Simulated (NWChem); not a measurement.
C$_{2}$F$_{3}$ cation

```xyz
5

F     -0.2106     1.9417     0.0000
C      0.4407     0.8864     0.0000
C     -0.0707    -0.4585     0.0000
F     -0.0525    -1.1198     1.0843
F     -0.0525    -1.1198    -1.0843
```
Atoms are numbered in this order, from 1.

Computed with NWChem. Geometry: optimised at B3LYP/6-31G* (spherical d). GIAO values for the isolated, static molecule; σ is the absolute isotropic shielding, δ = σ(reference) − σ with the isolated reference molecule computed at the same levels (13C: tetramethylsilane, 19F: trichlorofluoromethane).

Predict the results for BHandHLYP/pcSseg-1. Quantities: δ F1 (ppm); δ C2 (ppm); δ C3 (ppm); δ F4 (ppm).


```json
{
 "δ F1 (ppm)": "657.2",
 "δ C2 (ppm)": "652.0",
 "δ C3 (ppm)": "204.6",
 "δ F4 (ppm)": "26.2"
}
```
